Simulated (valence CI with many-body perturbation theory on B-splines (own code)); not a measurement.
**E1 line list for Te II**

Level of theory: configuration interaction combined with many-body perturbation theory (CI+MBPT): five valence electrons over a frozen Dirac-Fock core [Kr] 4d10, radial functions for each j: 10 s, 10 p, 9 d, 7 f, 4 g, 2 h, with the one-electron correlation potential Σ1, the two-electron term Σ2, the three-electron term Σ3, Breit, model QED; selected CI, second order for the rest, scaled by the run's own slope (own B-spline code, finite nucleus).

Set against measurement, 14 paired levels are off by 121 cm⁻¹ on average, the worst by 350. These come from a selection out of the NIST Handbook of Basic Atomic Spectroscopic Data. Levels without a partner in it may be off by more. Among the levels kept, up to 670 cm⁻¹ of a level comes from second order outside the variational space, and about a tenth of that is noise between levels of different J, which matters for small intervals.

Lines 1 to 50 of 245 in falling wavelength, among levels below 13.169 eV, chosen from the strongest by gf and those to the six lowest levels. Wavelengths and rates use the calculated energies, so an error of 100 cm⁻¹ moves a line at 46760 Å by 4.7 % and its rate by three times that or more. Electric multipoles are in the length gauge, E1 and E2 with the static RPA response of the core. Weak lines are less certain than strong ones. Lines between different terms over intervals too small for the method are left out, as are lines whose strength nearly cancels. The highest levels of a list are the least certain.

Names give the largest LS component (configuration and term), which can be under half, so a name can repeat, a term be missing and a line seem to break the LS rules; names also repeat where a configuration has a term twice. Letters in brackets count levels of one name in rising energy.

| λ vac (Å) | Upper | Lower | A (s⁻¹) | S (a.u.) with core polarisation | S without |
| --- | --- | --- | --- | --- | --- |
| 46760 | 5s2 5p2 6p 2P°_3/2 | 5s2 5p2 5d 2D_5/2 | 1.26e+05 | 2.55e+01 | 2.54e+01 |
| 36860 | 5s2 5p2 6p 2D°_5/2 [b] | 5s2 5p2 5d 2D_5/2 | 3.77e+04 | 5.59e+00 | 5.59e+00 |
| 35390 | 5s2 5p2 6p 4P°_3/2 | 5s2 5p2 5d 2S_1/2 | 5.24e+04 | 4.58e+00 | 4.57e+00 |
| 34320 | 5s2 5p2 6p 2D°_5/2 [a] | 5s2 5p2 5d 4P_5/2 | 6.57e+04 | 7.87e+00 | 7.87e+00 |
| 32890 | 5s2 5p2 6p 4P°_3/2 | 5s2 5p2 5d 4P_3/2 | 1.61e+05 | 1.13e+01 | 1.13e+01 |
| 30670 | 5s2 5p2 5d 4P_5/2 | 5s2 5p2 6p 4D°_3/2 [a] | 5.60e+04 | 4.79e+00 | 4.77e+00 |
| 30390 | 5s2 5p2 5d 2D_5/2 | 5s2 5p2 6p 4D°_3/2 [b] | 4.44e+04 | 3.69e+00 | 3.69e+00 |
| 26460 | 5s2 5p2 6p 2P°_1/2 | 5s2 5p2 5d 2D_3/2 | 5.78e+05 | 1.06e+01 | 1.05e+01 |
| 22000 | 5s2 5p2 6p 4P°_3/2 | 5s2 5p2 5d 4P_5/2 | 1.92e+05 | 4.04e+00 | 4.02e+00 |
| 21350 | 5s2 5p2 6p 2D°_5/2 [b] | 5s2 5p2 5d 4P_3/2 | 1.67e+05 | 4.83e+00 | 4.82e+00 |
| 20940 | 5s2 5p2 6p 2D°_5/2 [b] | 5s2 5p2 5d 2G_7/2 | 2.44e+05 | 6.64e+00 | 6.62e+00 |
| 19060 | 5s2 5p2 6p 2P°_1/2 | 5s2 5p2 5d 4P_3/2 | 5.69e+05 | 3.89e+00 | 3.88e+00 |
| 16160 | 5s2 5p2 6p 2D°_5/2 [b] | 5s2 5p2 5d 4P_5/2 | 3.54e+05 | 4.42e+00 | 4.41e+00 |
| 15140 | 5s2 5p2 6p 4D°_7/2 | 5s2 5p2 5d 4D_7/2 | 1.74e+05 | 2.38e+00 | 2.38e+00 |
| 14850 | 5s2 5p2 5d 2D_5/2 | 5s2 5p2 6p 4D°_3/2 [a] | 1.31e+05 | 1.27e+00 | 1.27e+00 |
| 14430 | 5s2 5p2 5d 4P_3/2 | 5s2 5p2 6p 4D°_1/2 | 2.42e+05 | 1.43e+00 | 1.43e+00 |
| 14410 | 5s2 5p2 6p 2D°_5/2 [a] | 5s2 5p2 6s 2D_3/2 | 1.48e+05 | 1.31e+00 | 1.30e+00 |
| 13800 | 5s2 5p2 6p 4D°_1/2 | 5s 5p4 2D_3/2 | 9.78e+05 | 2.54e+00 | 2.53e+00 |
| 13720 | 5s2 5p2 6p 4D°_3/2 [a] | 5s2 5p2 5d 2F_5/2 | 3.62e+05 | 1.84e+00 | 1.84e+00 |
| 13710 | 5s2 5p2 6p 2D°_5/2 [a] | 5s2 5p2 6s 2D_5/2 | 4.13e+05 | 3.15e+00 | 3.14e+00 |
| 13600 | 5s2 5p2 6p 4D°_5/2 | 5s2 5p2 5d 4D_5/2 | 4.54e+05 | 3.39e+00 | 3.37e+00 |
| 13370 | 5s2 5p2 6p 4D°_3/2 [b] | 5s2 5p2 5d 4D_3/2 | 5.96e+05 | 2.81e+00 | 2.80e+00 |
| 11800 | 5s2 5p2 6p 2D°_3/2 | 5s2 5p2 5d 4D_5/2 | 3.82e+06 | 1.24e+01 | 1.23e+01 |
| 11640 | 5s2 5p2 6p 2D°_3/2 | 5s2 5p2 5d 4D_1/2 [b] | 3.23e+05 | 1.01e+00 | 1.02e+00 |
| 11450 | 5s2 5p2 6p 4P°_1/2 | 5s2 5p2 5d 4D_1/2 [b] | 8.53e+05 | 1.26e+00 | 1.25e+00 |
| 11250 | 5s2 5p2 6p 4D°_3/2 [a] | 5s 5p4 2D_5/2 | 9.31e+05 | 2.62e+00 | 2.61e+00 |
| 11090 | 5s2 5p2 6p 2S°_1/2 | 5s2 5p2 5d 4D_1/2 [a] | 8.07e+05 | 1.09e+00 | 1.08e+00 |
| 10970 | 5s2 5p2 6p 2D°_5/2 [b] | 5s2 5p2 5d 4D_7/2 | 6.02e+06 | 2.35e+01 | 2.34e+01 |
| 10800 | 5s2 5p2 6p 4P°_1/2 | 5s2 5p2 5d 4D_3/2 | 4.04e+06 | 5.02e+00 | 5.00e+00 |
| 10000 | 5s2 5p2 6p 2P°_3/2 | 5s2 5p2 6s 2D_5/2 | 7.28e+05 | 1.44e+00 | 1.45e+00 |
| 9315 | 5s2 5p2 6p 4D°_3/2 [b] | 5s2 5p2 5d 2F_5/2 | 7.96e+06 | 1.27e+01 | 1.26e+01 |
| 9278 | 5s2 5p2 6p 2P°_1/2 | 5s2 5p2 6s 2D_3/2 | 6.37e+06 | 5.02e+00 | 5.02e+00 |
| 9212 | 5s2 5p2 6p 4D°_3/2 [b] | 5s2 5p2 5d 4D_1/2 [a] | 2.11e+06 | 3.26e+00 | 3.28e+00 |
| 9081 | 5s2 5p2 6p 4D°_3/2 [a] | 5s2 5p2 5d 4F_3/2 [b] | 8.46e+05 | 1.25e+00 | 1.25e+00 |
| 8993 | 5s2 5p2 6p 4D°_1/2 | 5s2 5p2 6s 4P_3/2 | 2.58e+06 | 1.85e+00 | 1.84e+00 |
| 8952 | 5s2 5p2 6p 4D°_3/2 [a] | 5s2 5p2 5d 4F_5/2 | 1.37e+07 | 1.93e+01 | 1.92e+01 |
| 8925 | 5s2 5p2 6p 4P°_3/2 | 5s2 5p2 5d 4D_5/2 | 2.35e+06 | 3.30e+00 | 3.28e+00 |
| 8894 | 5s2 5p2 6p 4D°_5/2 | 5s2 5p2 5d 2F_5/2 | 6.17e+05 | 1.29e+00 | 1.28e+00 |
| 8618 | 5s2 5p2 6p 2D°_5/2 [a] | 5s2 5p2 5d 2F_7/2 | 1.29e+07 | 2.45e+01 | 2.44e+01 |
| 8447 | 5s2 5p2 6p 4P°_3/2 | 5s2 5p2 5d 4D_3/2 | 6.02e+05 | 7.16e-01 | 7.12e-01 |
| 8266 | 5s2 5p2 6p 4D°_1/2 | 5s2 5p2 5d 4F_3/2 [a] | 1.67e+07 | 9.29e+00 | 9.23e+00 |
| 8168 | 5s2 5p2 6p 2D°_3/2 | 5s2 5p2 6s 2P_3/2 | 3.11e+06 | 3.35e+00 | 3.36e+00 |
| 8144 | 5s2 5p2 6p 4D°_5/2 | 5s2 5p2 5d 4F_7/2 | 2.16e+07 | 3.45e+01 | 3.43e+01 |
| 8087 | 5s2 5p2 6p 2D°_3/2 | 5s2 5p2 5d 2F_5/2 | 4.07e+06 | 4.25e+00 | 4.22e+00 |
| 8086 | 5s2 5p2 6p 4D°_7/2 | 5s2 5p2 5d 2F_7/2 | 4.34e+06 | 9.05e+00 | 9.01e+00 |
| 8073 | 5s2 5p2 6p 2P°_3/2 | 5s2 5p2 5d 4D_1/2 [b] | 1.61e+06 | 1.67e+00 | 1.67e+00 |
| 8070 | 5s2 5p2 6p 4P°_1/2 | 5s2 5p2 6s 2P_3/2 | 3.91e+06 | 2.03e+00 | 2.03e+00 |
| 7925 | 5s2 5p2 6p 2S°_1/2 | 5s2 5p2 5d 4F_3/2 [b] | 1.78e+07 | 8.75e+00 | 8.69e+00 |
| 7915 | 5s2 5p2 6p 4P°_1/2 | 5s2 5p2 5d 4D_1/2 [a] | 9.51e+06 | 4.65e+00 | 4.65e+00 |
| 7910 | 5s2 5p2 6p 4D°_7/2 | 5s2 5p2 5d 4F_9/2 | 2.22e+07 | 4.33e+01 | 4.30e+01 |
